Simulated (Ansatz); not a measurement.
GeClF₃. Total charge 0; singlet. Geometry PBE-D4/def2-SVP.

| atom | x (Å) | y (Å) | z (Å) |
| --- | --- | --- | --- |
| Ge1 | -0.012 | 0.045 | 0.015 |
| Cl2 | 0.506 | -1.905 | -0.637 |
| F3 | 0.740 | 1.252 | -0.964 |
| F4 | 0.484 | 0.311 | 1.647 |
| F5 | -1.718 | 0.297 | -0.061 |

The 6-31G sets use Cartesian d functions. LC-ωPBE has ω = 0.4 bohr⁻¹.

Estimate the orbital energies around the gap (eV) in Ansatz with HF/6-31G, PBE-D4/def2-TZVP, PBE-D4/def2-TZVPD, r2SCAN-D4/def2-TZVP, LC-ωPBE/def2-TZVP.


```csv
orbital,HF/6-31G,PBE-D4/def2-TZVP,PBE-D4/def2-TZVPD,r2SCAN-D4/def2-TZVP,LC-ωPBE/def2-TZVP
HOMO−9,-19.94,-12.39,-12.48,-12.91,-17.43
HOMO−8,-19.78,-12.03,-12.11,-12.54,-17.03
HOMO−7,-18.81,-10.73,-10.82,-11.29,-15.87
HOMO−6,-18.81,-10.73,-10.82,-11.29,-15.87
HOMO−5,-18.43,-10.43,-10.53,-10.99,-15.48
HOMO−4,-18.25,-10.43,-10.53,-10.99,-15.48
HOMO−3,-18.25,-10.31,-10.39,-10.82,-15.25
HOMO−2,-16.12,-10.18,-10.27,-10.75,-14.82
HOMO−1,-14.70,-9.09,-9.16,-9.52,-13.55
HOMO,-14.70,-9.09,-9.16,-9.52,-13.55
LUMO,0.79,-3.34,-3.48,-3.04,0.16
LUMO+1,3.90,-0.15,-0.37,0.23,3.16
LUMO+2,3.90,-0.15,-0.37,0.23,3.16
LUMO+3,4.27,0.62,-0.09,1.12,4.06
LUMO+4,5.61,3.32,0.10,3.90,6.53
LUMO+5,8.85,4.91,0.97,5.74,8.11
```
